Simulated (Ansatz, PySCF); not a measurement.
Complex: C2H2 (SMILES C#C) (first 4 atoms) with H4OSi (SMILES O[SiH3]); geometry from B3LYP-D3(BJ)/def2-TZVP.
(charge 0, multiplicity 1):
```xyz
10

C      0.13516     0.80274     0.53672
C      0.22527    -0.38890     0.45588
H      0.05846     1.86120     0.60605
H      0.30894    -1.44646     0.38109
O     -1.08684    -0.08232     3.46669
Si     0.20468    -0.02885     4.48981
H     -0.89740    -0.01015     2.52316
H      1.15983    -1.13719     4.23434
H     -0.34313    -0.15380     5.85591
H      0.95316     1.24847     4.36967
```

Basis-set superposition error: the interaction energy with monomers in their own basis, and in the dimer's basis (counterpoise).

The values were computed with Ansatz (Gaussian basis) for Hartree–Fock, density functionals and correlated methods; PySCF for 6-31G* rows, M06-2X. Each number belongs to the level named beside it.

```csv
level,uncorrected (kcal/mol),counterpoise (kcal/mol),difference
HF/6-31G*,-2.68,-1.40,1.28
BLYP/def2-TZVPPD,-1.65,-1.53,0.12
B97M-V/def2-TZVPPD,-3.83,-3.72,0.11
PBE0/def2-TZVPPD,-3.03,-2.95,0.09
BHLYP/def2-TZVPPD,-2.54,-2.46,0.07
M06-2X/def2-TZVPPD,-3.78,-3.68,0.09
B2PLYP/def2-TZVPPD,-2.83,-2.59,0.24
MP2/6-31G*,-4.52,-2.37,2.15
MP2/aug-cc-pV(D+d)Z,-4.20,-2.97,1.24
CCSD(T)/aug-cc-pV(D+d)Z,-4.09,-2.76,1.33
```

The error is largest for MP2/6-31G* (2.15 kcal/mol) and smallest for BHLYP/def2-TZVPPD (0.07 kcal/mol).

Ansatz is a first-principles code.
